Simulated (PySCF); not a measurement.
CH5F2NSi, SMILES C([SiH2]N)(F)F. Atoms are numbered in the order given.

```xyz
10

N     -1.9582    -0.5815     0.5114
Si    -0.8052     0.6540     0.1545
C      0.9123    -0.1903     0.1623
F      0.8899    -1.2034    -0.7668
F      1.8847     0.6971    -0.2048
H     -2.8467    -0.3562     0.9444
H     -2.0384    -1.3912    -0.0953
H     -0.9185     1.3180    -1.1785
H     -0.8712     1.6818     1.2294
H      1.2107    -0.6392     1.1281
```
Charge 0, spin multiplicity 1.

Geometry: ωB97X-D3(BJ)/def2-SVP. The structure was generated by enumeration, and PubChem lists no compound with its InChIKey, so it may never have been made. The values are those of a single conformer.

Method: PBE/def2-TZVP (PySCF).

Atomic charges (e):

```json
[
 {"atom": "N1", "Mulliken": "-0.59", "Löwdin": "-0.26"},
 {"atom": "Si2", "Mulliken": "0.27", "Löwdin": "0.19"},
 {"atom": "C3", "Mulliken": "…", "Löwdin": "-0.58"},
 {"atom": "F4", "Mulliken": "-0.18", "Löwdin": "0.13"},
 {"atom": "F5", "Mulliken": "-0.17", "Löwdin": "0.15"},
 {"atom": "H6", "Mulliken": "0.23", "Löwdin": "0.16"},
 {"atom": "H7", "Mulliken": "0.24", "Löwdin": "0.16"},
 {"atom": "H8", "Mulliken": "…", "Löwdin": "-0.03"},
 {"atom": "H9", "Mulliken": "…", "Löwdin": "-0.03"},
 {"atom": "H10", "Mulliken": "…", "Löwdin": "0.11"}
]
```

Problem. Complete the blanks. (Estimate from the structure and the level; the computed values follow.)

Solution. 
- C3, Mulliken: 0.19
- H8, Mulliken: -0.03
- H9, Mulliken: -0.03
- H10, Mulliken: 0.07

Computed Mayer and Wiberg (Löwdin basis) orders of the bonds:
```tsv
bond	Mayer	Wiberg
N1–Si2	1.19	1.57
Si2–C3	0.95	1.06
C3–F4	1.05	1.71
C3–F5	1.07	1.75
N1–H6	0.92	0.95
N1–H7	0.91	0.95
Si2–H8	0.92	0.92
Si2–H9	0.93	0.92
C3–H10	0.93	0.89
```
